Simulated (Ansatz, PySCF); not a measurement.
Gas-phase reaction (SMILES): CB(C)Br [bromo(dimethyl)borane] + 3 [H][H] (H2) -> B (BH3) + Br (HBr) + 2 C (CH4); energy of full hydrogenation.

Each molecule is optimised on its own at B3LYP-D3(BJ)/def2-TZVP (Ansatz, an electronic-structure program). Valence correlation only, unless marked. Spin-orbit coupling is left out. The frozen core is the preceding noble-gas configuration, with the filled d and f shells of earlier blocks. Non-relativistic. Basis-set limits of correlation are two-point, X^-3; Hartree-Fock from the larger set. The bracket is a focal-point correction in the basis named. Thermal terms are rigid-rotor harmonic-oscillator values from B3LYP-D3(BJ) frequencies (Ansatz or PySCF) at 298.15 K and 1 atm. 1 Eh = 627.5095 kcal/mol.

```json
[
 {"species": "CB(C)Br", "E, RI-MP2/CBS(aug-cc-pVTZ,aug-cc-pVQZ)+[CCSD(T)-MP2]/aug-cc-pVTZ (Ansatz) (Eh)": "-2677.24953", "E, B3LYP-D3(BJ)/def2-TZVPD (Ansatz + dftd3) (Eh)": "-2678.97218", "H - E (Eh)": "0.08459", "G - E (Eh)": "0.04699"},
 {"species": "[H][H] (H2)", "E, RI-MP2/CBS(aug-cc-pVTZ,aug-cc-pVQZ)+[CCSD(T)-MP2]/aug-cc-pVTZ (Ansatz) (Eh)": "-1.17524", "E, B3LYP-D3(BJ)/def2-TZVPD (Ansatz + dftd3) (Eh)": "-1.17983", "H - E (Eh)": "0.01336", "G - E (Eh)": "-0.00144"},
 {"species": "B (BH3)", "E, RI-MP2/CBS(aug-cc-pVTZ,aug-cc-pVQZ)+[CCSD(T)-MP2]/aug-cc-pVTZ (Ansatz) (Eh)": "-26.55177", "E, B3LYP-D3(BJ)/def2-TZVPD (Ansatz + dftd3) (Eh)": "-26.62529", "H - E (Eh)": "0.03008", "G - E (Eh)": "0.00872"},
 {"species": "Br (HBr)", "E, RI-MP2/CBS(aug-cc-pVTZ,aug-cc-pVQZ)+[CCSD(T)-MP2]/aug-cc-pVTZ (Ansatz) (Eh)": "-2573.28323", "E, B3LYP-D3(BJ)/def2-TZVPD (Ansatz + dftd3) (Eh)": "-2574.79060", "H - E (Eh)": "0.00927", "G - E (Eh)": "-0.01328"},
 {"species": "C (CH4)", "E, RI-MP2/CBS(aug-cc-pVTZ,aug-cc-pVQZ)+[CCSD(T)-MP2]/aug-cc-pVTZ (Ansatz) (Eh)": "-40.46129", "E, B3LYP-D3(BJ)/def2-TZVPD (Ansatz + dftd3) (Eh)": "-40.53958", "H - E (Eh)": "0.04840", "G - E (Eh)": "0.02728"}
]
```

Question: Work out ΔE and ΔH, ΔG, ΔS and the equilibrium constant at 298.15 K at the first level, then ΔH at the second.

Answer: 
1. ΔE = [(-26.55177) + (-2573.28323) + 2×(-40.46129)] - [(-2677.24953) + 3×(-1.17524)] = 0.01767 Eh = 11.1 kcal/mol at RI-MP2/CBS(aug-cc-pVTZ,aug-cc-pVQZ)+[CCSD(T)-MP2]/aug-cc-pVTZ.
2. The terms H - E add up to 0.01148 Eh, so ΔH = (0.01767 + (0.01148))×627.5095 = 18.3 kcal/mol.
3. The terms G - E add up to 0.00733 Eh, so ΔG = 15.7 kcal/mol, and ΔS = (0.01148 - (0.00733))×627509.5/298.15 = 8.7 cal/(mol K).
4. log10 K = -ΔG/(RT ln 10) = -11.5, with RT ln 10 = 1.3642 kcal/mol.
5. At B3LYP-D3(BJ)/def2-TZVPD the same steps give ΔE = 10.4 and ΔH = 17.6 kcal/mol, a shift of -0.7 from the first level.
6. These values are not checked against measurement here, since the tables used lack a sound gas-phase enthalpy of formation for at least one species.
